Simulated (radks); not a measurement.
Values are calculated unless marked as measured or tabulated.
Task: Radial electron density D(r) = 4 pi r^2 rho(r) of an atom or ion with 18 electrons. Level of theory: non-relativistic Kohn-Sham, PBEsol, spin-unpolarised, spherical densities, point nucleus (a radial shooting solver on a logarithmic mesh with Libxc functionals).

```
   r/bohr * D(r) (the largest magnitude, 21, reaches the edge; | marks zero)
 0.007343 |    *
 0.009409 |       *
  0.01196 |           *
  0.01521 |                *
  0.01949 |                       *
  0.02477 |                               *
  0.03149 |                                        *
  0.04036 |                                                *
   0.0513 |                                                     *
  0.06574 |                                                     *
  0.08357 |                                                *
   0.1062 |                                          *
   0.1361 |                                     *
   0.1731 |                                        *
     0.22 |                                                *
   0.2819 |                                                      *
   0.3584 |                                                  *
   0.4556 |                                   *
   0.5839 |                   *
   0.7423 |           *
   0.9436 |            *
    1.209 |              *
    1.537 |            *
    1.954 |       *
    2.504 |   *
    3.183 |*
    4.047 *
    5.186 *
```

What is the nuclear charge?

Result: Z = 18. The innermost maximum, from 1s, lies near 1/Z = 0.0556 bohr (found: 0.0592), and its height grows with Z. The density is that of neutral argon in [Ar]; the configuration itself is not fixed sharply by these data, and Z only to about a unit. D(r) has 3 maxima, at r = 0.0592, 0.291, 1.23 bohr, and minima at 0.142, 0.798 bohr, inside which lie 2.17, 10.35 electrons.
